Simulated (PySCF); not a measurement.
PySCF input (TPSSh/def2-TZVPD):

```python
from pyscf import gto, scf, dft

mol = gto.M(
    atom='''
    B    -0.00000000   -0.00000000   -1.31080356
    N     0.00000000    0.00000000    0.00000000
    B     0.00000000    0.00000000    1.31080356
    ''',
    basis='def2-tzvpd',
    charge=0,
    spin=1,
    symmetry='D2h',
    verbose=4,
)

mf = dft.UKS(mol, xc='tpssh').density_fit(auxbasis='def2-universal-jkfit')
mf.grids.level = 3
mf.conv_tol = 1e-9
mf.max_cycle = 100
mf.max_memory = 1500
mf.kernel()
if not mf.converged:
    mf = mf.newton()
    mf.kernel(mf.make_rdm1())
mf.analyze()
```

End of the output:

```
Extra cycle  E= -104.357016086274  delta_E= -4.83e-13  |g|= 9.88e-07  |ddm|= 2.2e-05
converged SCF energy = -104.357016086274  <S^2> = 0.75909965  2S+1 = 2.009079
**** SCF Summaries ****
Total Energy =                        -104.357016086273561
Nuclear Repulsion Energy =              33.305615908534762
One-electron Energy =                 -205.275673028332193
Two-electron Energy =                   67.613041033523871
Two-electron Coulomb Energy =           82.518888834670577
DFT Exchange-Correlation Energy =      -14.905847801146709
HOMO-LUMO gap [eV] =                     1.082708510464481
Wave-function symmetry = B1u
alpha occupancy for each irrep:     Ag  B1g  B2g  B3g   Au  B1u  B2u  B3u
                                     4    0    0    0    0    3    1    1
beta  occupancy for each irrep:     Ag  B1g  B2g  B3g   Au  B1u  B2u  B3u
                                     4    0    0    0    0    2    1    1
**** MO energy ****
alpha MO #1 (Ag #1), energy= -14.2684872053141 occ= 1
alpha MO #2 (B1u #1), energy= -6.78438693688174 occ= 1
alpha MO #3 (Ag #2), energy= -6.78437901712346 occ= 1
alpha MO #4 (Ag #3), energy= -0.86722426118633 occ= 1
alpha MO #5 (B1u #2), energy= -0.583083668467141 occ= 1
alpha MO #6 (B2u #1), energy= -0.359034597321475 occ= 1
alpha MO #7 (B3u #1), energy= -0.359034597321474 occ= 1
alpha MO #8 (Ag #4), energy= -0.301445779094358 occ= 1
alpha MO #9 (B1u #3), energy= -0.280683394998114 occ= 1
alpha MO #10 (B2g #1), energy= -0.10227478028744 occ= 0
alpha MO #11 (B3g #1), energy= -0.102274780287439 occ= 0
alpha MO #12 (B2u #2), energy= 0.010014811008573 occ= 0
alpha MO #13 (B3u #2), energy= 0.0100148110085728 occ= 0
alpha MO #14 (Ag #5), energy= 0.0121911698373633 occ= 0
alpha MO #15 (B1u #4), energy= 0.0335484534363157 occ= 0
alpha MO #16 (Ag #6), energy= 0.0711544368033437 occ= 0
alpha MO #17 (Ag #7), energy= 0.102556265503633 occ= 0
alpha MO #18 (B1g #1), energy= 0.102556376672612 occ= 0
alpha MO #19 (B2g #2), energy= 0.124577517916627 occ= 0
alpha MO #20 (B3g #2), energy= 0.124577517916627 occ= 0
alpha MO #21 (B1u #5), energy= 0.126911175592758 occ= 0
alpha MO #22 (B2u #3), energy= 0.137108367904115 occ= 0
alpha MO #23 (B3u #3), energy= 0.137108367904118 occ= 0
alpha MO #24 (Ag #8), energy= 0.162937122493387 occ= 0
alpha MO #25 (Au #1), energy= 0.165562947690694 occ= 0
alpha MO #26 (B1u #6), energy= 0.165563093045657 occ= 0
alpha MO #27 (B2u #4), energy= 0.181673758352758 occ= 0
alpha MO #28 (B3u #4), energy= 0.181673758352759 occ= 0
alpha MO #29 (B1u #7), energy= 0.206483518917958 occ= 0
alpha MO #30 (Ag #9), energy= 0.214726503145778 occ= 0
alpha MO #31 (B2g #3), energy= 0.252541653467136 occ= 0
alpha MO #32 (B3g #3), energy= 0.252541653467152 occ= 0
alpha MO #33 (B1u #8), energy= 0.306976763778959 occ= 0
alpha MO #34 (Ag #10), energy= 0.338969123342553 occ= 0
alpha MO #35 (B1g #2), energy= 0.358980910522754 occ= 0
alpha MO #36 (Ag #11), energy= 0.358980974979728 occ= 0
alpha MO #37 (Ag #12), energy= 0.377098540078231 occ= 0
alpha MO #38 (B1u #9), energy= 0.526967800222215 occ= 0
alpha MO #39 (Au #2), energy= 0.53509291035225 occ= 0
alpha MO #40 (B1u #10), energy= 0.535093043760803 occ= 0
alpha MO #41 (B2u #5), energy= 0.55405267620168 occ= 0
alpha MO #42 (B3u #5), energy= 0.554052676201704 occ= 0
alpha MO #43 (B2g #4), energy= 0.554870090659714 occ= 0
alpha MO #44 (B3g #4), energy= 0.554870090659715 occ= 0
alpha MO #45 (Ag #13), energy= 0.568350853847752 occ= 0
alpha MO #46 (Ag #14), energy= 0.60998152916631 occ= 0
alpha MO #47 (B1g #3), energy= 0.609981625041157 occ= 0
alpha MO #48 (B2g #5), energy= 0.639085418733534 occ= 0
alpha MO #49 (B3g #5), energy= 0.639085418733551 occ= 0
alpha MO #50 (B2u #6), energy= 0.690204059464824 occ= 0
alpha MO #51 (B3u #6), energy= 0.690204059464833 occ= 0
alpha MO #52 (Ag #15), energy= 0.732098887159079 occ= 0
alpha MO #53 (B1u #11), energy= 0.756733584791256 occ= 0
alpha MO #54 (B1u #12), energy= 0.894198796257687 occ= 0
alpha MO #55 (Ag #16), energy= 0.906751613082225 occ= 0
alpha MO #56 (B1u #13), energy= 1.07549545353821 occ= 0
alpha MO #57 (B2u #7), energy= 1.10067070323653 occ= 0
alpha MO #58 (B3u #7), energy= 1.10067070323655 occ= 0
alpha MO #59 (Ag #17), energy= 1.1009736913465 occ= 0
alpha MO #60 (B1g #4), energy= 1.24916850650103 occ= 0
alpha MO #61 (Ag #18), energy= 1.24916855451561 occ= 0
alpha MO #62 (B2g #6), energy= 1.31994888768014 occ= 0
alpha MO #63 (B3g #6), energy= 1.31994888768016 occ= 0
alpha MO #64 (B2g #7), energy= 1.50631803473547 occ= 0
alpha MO #65 (B3g #7), energy= 1.50631803473549 occ= 0
alpha MO #66 (Ag #19), energy= 1.52483585235072 occ= 0
alpha MO #67 (B1u #14), energy= 1.5304418933496 occ= 0
alpha MO #68 (B2u #8), energy= 1.680875025921 occ= 0
alpha MO #69 (B3u #8), energy= 1.680875025921 occ= 0
alpha MO #70 (B2g #8), energy= 1.69970205705582 occ= 0
alpha MO #71 (B3g #8), energy= 1.69970205705582 occ= 0
alpha MO #72 (Au #3), energy= 1.70854083534644 occ= 0
alpha MO #73 (B1u #15), energy= 1.7085416259186 occ= 0
alpha MO #74 (B1u #16), energy= 1.90256627834307 occ= 0
alpha MO #75 (Au #4), energy= 1.90256795996951 occ= 0
alpha MO #76 (B2u #9), energy= 1.9259014696512 occ= 0
alpha MO #77 (B3u #9), energy= 1.9259014696512 occ= 0
alpha MO #78 (Ag #20), energy= 1.93155607229096 occ= 0
alpha MO #79 (B1g #5), energy= 1.931557606167 occ= 0
alpha MO #80 (Ag #21), energy= 1.94826634905555 occ= 0
alpha MO #81 (B2g #9), energy= 2.06388036153609 occ= 0
alpha MO #82 (B3g #9), energy= 2.0638803615361 occ= 0
alpha MO #83 (B1u #17), energy= 2.10197983436268 occ= 0
alpha MO #84 (Ag #22), energy= 2.19483612063436 occ= 0
alpha MO #85 (B1g #6), energy= 2.19483615122867 occ= 0
alpha MO #86 (B2u #10), energy= 2.19940926189298 occ= 0
alpha MO #87 (B3u #10), energy= 2.199409261893 occ= 0
alpha MO #88 (Ag #23), energy= 2.43313899795577 occ= 0
alpha MO #89 (B2u #11), energy= 2.64375816100602 occ= 0
alpha MO #90 (B3u #11), energy= 2.64375816100604 occ= 0
alpha MO #91 (Ag #24), energy= 2.86500964256102 occ= 0
alpha MO #92 (B1u #18), energy= 2.89893183492292 occ= 0
alpha MO #93 (B2g #10), energy= 3.20426718386391 occ= 0
alpha MO #94 (B3g #10), energy= 3.20426718386394 occ= 0
alpha MO #95 (B1u #19), energy= 3.25270520540422 occ= 0
alpha MO #96 (Ag #25), energy= 3.62397208025455 occ= 0
alpha MO #97 (B2u #12), energy= 3.94456394806235 occ= 0
alpha MO #98 (B3u #12), energy= 3.94456394806237 occ= 0
alpha MO #99 (Au #5), energy= 4.41541186632816 occ= 0
alpha MO #100 (B1u #20), energy= 4.41542132555757 occ= 0
alpha MO #101 (Ag #26), energy= 4.68636479483981 occ= 0
alpha MO #102 (B1g #7), energy= 4.68644901350522 occ= 0
[...]
```

It need not be the lowest isomer of its formula.
